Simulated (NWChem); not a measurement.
GaH3; SMILES [GaH3]

```xyz
4

Ga     0.0000     0.0000     0.0000
H      1.1176     1.1176     0.0000
H      0.4091    -1.5267     0.0000
H     -1.5267     0.4091     0.0000
```
Atoms are numbered in this order, from 1.

All runs use the structure optimised with PBE-D3(BJ)/def2-SVP.

Question: List the 6 lowest vertical singlet excitations and the 6 lowest triplet ones from B3LYP/aug-cc-pVDZ, full TDDFT (NWChem).

Answer: 
| state | energy (eV) | oscillator strength | leading excitation (squared amplitude) |
|---|---|---|---|
| S1 | 5.04 | 0.000 | HOMO → LUMO (1.00) |
| S2 | 5.04 | 0.000 | HOMO−1 → LUMO (1.00) |
| S3 | 7.56 | 0.192 | HOMO → LUMO+1 (0.93) |
| S4 | 7.56 | 0.193 | HOMO−1 → LUMO+1 (0.94) |
| S5 | 8.10 | 0.000 | HOMO−1 → LUMO+2 (0.46) |
| S6 | 8.15 | 0.008 | HOMO → LUMO+3 (0.38) |
| T1 | 4.56 | spin-forbidden | HOMO → LUMO (0.99) |
| T2 | 4.56 | spin-forbidden | HOMO−1 → LUMO (0.99) |
| T3 | 6.67 | spin-forbidden | HOMO → LUMO+1 (0.68) |
| T4 | 6.67 | spin-forbidden | HOMO−1 → LUMO+1 (0.68) |
| T5 | 7.78 | spin-forbidden | HOMO → LUMO+4 (0.40) |
| T6 | 7.78 | spin-forbidden | HOMO−1 → LUMO+4 (0.40) |
